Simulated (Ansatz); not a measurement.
The first iterations of a band of CH4NOSb (8 atoms, charge 0, multiplicity 1).

These are results of RKS PBE0-D4/def2-SVP in Ansatz, not measurements.

```json
{"movable images": "7", "climbing image": "yes", "spring": "5.0 eV/Å²", "optimiser": "quadratic models (default)", "start path": "straight line", "force threshold": "0.05 eV/Å", "iteration limit": "60", "end points": "relaxed"}
```

Initial state:

```xyz
8
Properties=species:S:1:pos:R:3
O -0.479 1.587 -1.019
C 0.415 1.286 -0.249
N 0.400 0.148 0.463
Sb -1.336 -0.981 0.128
H 1.306 1.938 -0.087
H 1.185 -0.095 1.057
H -0.776 -1.650 -1.354
H -0.623 -2.289 1.006
```

Final state:

```xyz
8
Properties=species:S:1:pos:R:3
O -0.202 1.160 -2.567
C 0.868 1.319 -2.238
N 0.435 0.484 0.624
Sb -1.256 -0.673 0.843
H 0.465 1.226 1.321
H 1.307 -0.038 0.687
H -0.914 -1.599 -0.562
H -0.610 -1.935 1.836
```

| iteration | highest image above the first end (eV) | largest band force component (eV/Å) |
| --- | --- | --- |
| 1 | 4.689 | 5.240 |
| 2 | 4.065 | 5.307 |
| 3 | 3.960 | 1.531 |
| 4 | 3.727 | 4.609 |
| 5 | 3.359 | 1.949 |
| 6 | 3.138 | 2.056 |

Q: Does the band converge within its limit, and where does its top end?

A: It converged. It ended after 20 iterations with the highest image 3.624 eV above the first end. Neighbouring images differ by up to 2.4 eV, so the band resolves the path poorly. Another band between the same ends (7 images) ends at a top of the same energy, where a vibrational analysis finds 1 clearly imaginary mode. The orbitals stay closed-shell, which can raise the energy where a bond breaks towards radicals; this wasn't checked here.

Run time: 8.7 min on 2 threads of Arm Neoverse N1, with other jobs on the host, peak memory 0.19 GiB.
